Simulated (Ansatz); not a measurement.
Reaction: BPH4 (SMILES BP) → BPH3 (SMILES B[PH], doublet) + H (doublet) (the H-P bond breaks)
Each species at its own B3LYP-D3(BJ)/def2-TZVP minimum (Ansatz, a program for electronic structure).

Total energies in hartree (Ansatz). UHF or UKS for unpaired electrons; spin-orbit terms are left out. Cores are frozen in correlated methods. No relativity. Where a partner has so few electrons that a lower coupled-cluster level is exact, that level stands in.

```tsv
species	HF/cc-pV(T+d)Z	CCSD(T)/cc-pV(T+d)Z	HF/cc-pV(Q+d)Z	CCSD(T)/cc-pV(Q+d)Z	CCSDT(Q)/cc-pV(T+d)Z
1: BPH4 (SMILES BP)	-367.75075	-368.06560	-367.75591	-368.08662	-368.06744
2: BPH3 (SMILES B[PH], doublet)	-367.14503	-367.42510	-367.14992	-367.44409	-367.42701
3: H (doublet)	-0.49981	-0.49981	-0.49995	-0.49995	-0.49981
```

**Question.** Work out the bond dissociation energy (electronic) in kcal/mol: take Hartree-Fock from cc-pV(Q+d)Z, extrapolate the CCSD(T) correlation energy as X^-3 (X = 3, 4), and add CCSDT(Q) - CCSD(T) in cc-pV(T+d)Z. 1 hartree = 627.51 kcal/mol.

**Answer.** 
Species 1: correlation (64·(-0.33071) - 27·(-0.31485))/37 = -0.34228; step -0.00184; E1 = -367.75591 + (-0.34228) + (-0.00184) = -368.10003
Species 2: correlation (64·(-0.29417) - 27·(-0.28007))/37 = -0.30446; step -0.00191; E2 = -367.14992 + (-0.30446) + (-0.00191) = -367.45629
Species 3: correlation (64·(0.00000) - 27·(0.00000))/37 = 0.00000; step +0.00000; E3 = -0.49995 + (0.00000) + (+0.00000) = -0.49995
-1·E1 +1·E2 +1·E3 = 0.14379 hartree = 90.2 kcal/mol.
